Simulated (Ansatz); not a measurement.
An input meant for GeF₄⁺ (charge 1, doublet).

```yaml
crystal:
  periodic: [false, false, false]
  atoms:
    - {symbol: Ge, position_ang: [-0.000004, 0.000005, 0.000006]}
    - {symbol: F, position_ang: [0.010696, -0.018056, 1.705114]}
    - {symbol: F, position_ang: [1.604137, 0.010552, -0.578327]}
    - {symbol: F, position_ang: [-0.811242, 1.395960, -0.548667]}
    - {symbol: F, position_ang: [-0.803598, -1.388461, -0.578136]}
basis:
  gaussian: {orbitals: cc-pVTZ-PP}
total_charge: 1
magnetization: {spin_polarized: true, initial_magnetization: 1}
hamiltonian: {xc: {name: CAM-B3LYP}}
```

```sh
$ ansatz run in.yaml --threads 4 --pin off --events-out ev --progress --plain --max-ram 3916MiB
```

Output, abridged:

```
Functional definition: CAM-B3LYP
Error: [file] the basis set cc-pVTZ-PP has no functions for F
```

(1) What is wrong with this run?

Results:

(1) The basis set is misnamed or doesn't suit the job. The program refused the input.
